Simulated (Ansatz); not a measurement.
Input and output for SiH2Me(NEt2) (C5H15NSi).

```yaml
crystal:
  periodic: [false, false, false]
  atoms:
    - {symbol: Si, position_ang: [1.014308, 1.319072, 0.615622]}
    - {symbol: H, position_ang: [1.188456, 1.282455, 2.113558]}
    - {symbol: H, position_ang: [2.359655, 1.420512, -0.061282]}
    - {symbol: C, position_ang: [0.010188, 2.857414, 0.156089]}
    - {symbol: H, position_ang: [0.547108, 3.781814, 0.456732]}
    - {symbol: H, position_ang: [-0.978621, 2.854915, 0.658841]}
    - {symbol: H, position_ang: [-0.163164, 2.905425, -0.938775]}
    - {symbol: N, position_ang: [0.301746, -0.211800, 0.151033]}
    - {symbol: C, position_ang: [-0.641011, -0.916594, 1.012212]}
    - {symbol: C, position_ang: [-2.118063, -0.591356, 0.750822]}
    - {symbol: C, position_ang: [0.459472, -0.727027, -1.206618]}
    - {symbol: C, position_ang: [1.340443, -1.978473, -1.292271]}
    - {symbol: H, position_ang: [-0.395411, -0.679571, 2.070308]}
    - {symbol: H, position_ang: [-0.484011, -2.015931, 0.912980]}
    - {symbol: H, position_ang: [-2.327380, 0.483136, 0.930589]}
    - {symbol: H, position_ang: [-2.406796, -0.817824, -0.296248]}
    - {symbol: H, position_ang: [-2.781005, -1.185229, 1.413895]}
    - {symbol: H, position_ang: [-0.537158, -0.938886, -1.663212]}
    - {symbol: H, position_ang: [0.902149, 0.070083, -1.842956]}
    - {symbol: H, position_ang: [2.361950, -1.762414, -0.919328]}
    - {symbol: H, position_ang: [0.928558, -2.809315, -0.683571]}
    - {symbol: H, position_ang: [1.418587, -2.340406, -2.338410]}
basis:
  gaussian: {orbitals: def2-TZVP}
hamiltonian: {xc: {name: B97M-V}}
scf: {omitted_lower_state_checks: [starts]}
output: {forces: true}
```

```sh
$ ansatz run in.yaml --threads 4 --pin off --events-out ev --progress --plain --max-ram 4787MiB
```

Shortened log:

```
Functional definition: B97M-V
1967 factors; their error is unknown
mean field evaluation 1: about -14779.0721 eV, gradient 9.1e1 eV
mean field evaluation 2: about -14736.9244 eV, gradient 1.5e2 eV
mean field evaluation 4: about -14798.6108 eV, gradient 1.1e1 eV
mean field evaluation 8: about -14798.8683 eV, gradient 3.8e-1 eV
mean field evaluation 16: about -14798.8018 eV, gradient 1.0e-2 eV
mean field -14798.80181463 eV, -543.8459356993 hartree, gradient 7.0e-5 eV, S^2 0.000000; 0 other end points of the search recorded, 0 dependent functions left out
reference -14798.80189751 eV, -543.8459387452 hartree; 33, 33 occupied and 280, 280 virtual orbitals, 1967 factors
Total energy: -14798.80189751 eV, -543.8459387452 hartree
Atom 0 at     1.014308     1.319072     0.615622 Å, force    -0.355368    -0.407975    -0.196922 eV/Å
Atom 1 at     1.188456     1.282455     2.113558 Å, force    -0.044510     0.002822    -0.338206 eV/Å
Atom 2 at     2.359655     1.420512    -0.061282 Å, force    -0.305954    -0.033648     0.141441 eV/Å
Atom 3 at     0.010188     2.857414     0.156089 Å, force    -0.080073     0.140347    -0.045179 eV/Å
Atom 4 at     0.547108     3.781814     0.456732 Å, force    -0.339233    -0.560012    -0.187859 eV/Å
Atom 5 at    -0.978621     2.854915     0.658841 Å, force     0.603437     0.013760    -0.312580 eV/Å
Atom 6 at    -0.163164     2.905425    -0.938775 Å, force     0.097505    -0.017760     0.670019 eV/Å
Atom 7 at     0.301746    -0.211800     0.151033 Å, force     0.226864     0.535002     0.151941 eV/Å
Atom 8 at    -0.641011    -0.916594     1.012212 Å, force     0.067295    -0.321891     0.280417 eV/Å
Atom 9 at    -2.118063    -0.591356     0.750822 Å, force    -0.250242     0.076618    -0.106931 eV/Å
Atom 10 at     0.459472    -0.727027    -1.206618 Å, force    -0.195330     0.102698    -0.364627 eV/Å
Atom 11 at     1.340443    -1.978473    -1.292271 Å, force     0.152387    -0.224058     0.057175 eV/Å
Atom 12 at    -0.395411    -0.679571     2.070308 Å, force    -0.146027    -0.110047    -0.661045 eV/Å
Atom 13 at    -0.484011    -2.015931     0.912980 Å, force    -0.100482     0.662121     0.029287 eV/Å
Atom 14 at    -2.327380     0.483136     0.930589 Å, force     0.142000    -0.646765    -0.107065 eV/Å
Atom 15 at    -2.406796    -0.817824    -0.296248 Å, force     0.194714     0.141619     0.643507 eV/Å
Atom 16 at    -2.781005    -1.185229     1.413895 Å, force     0.431511     0.359353    -0.397733 eV/Å
Atom 17 at    -0.537158    -0.938886    -1.663212 Å, force     0.583883     0.104506     0.298306 eV/Å
Atom 18 at     0.902149     0.070083    -1.842956 Å, force    -0.237306    -0.468742     0.408554 eV/Å
Atom 19 at     2.361950    -1.762414    -0.919328 Å, force    -0.633603    -0.122448    -0.231353 eV/Å
Atom 20 at     0.928558    -2.809315    -0.683571 Å, force     0.248024     0.528223    -0.372373 eV/Å
Atom 21 at     1.418587    -2.340406    -2.338410 Å, force    -0.059491     0.246276     0.641229 eV/Å
Dipole moment:    -0.189579    -0.045955    -0.109124 e Å
Checks for a lower state left out: starts
```

Run time 65 s (4 threads of Intel Xeon on a shared host), peak host memory 0.68 GiB.
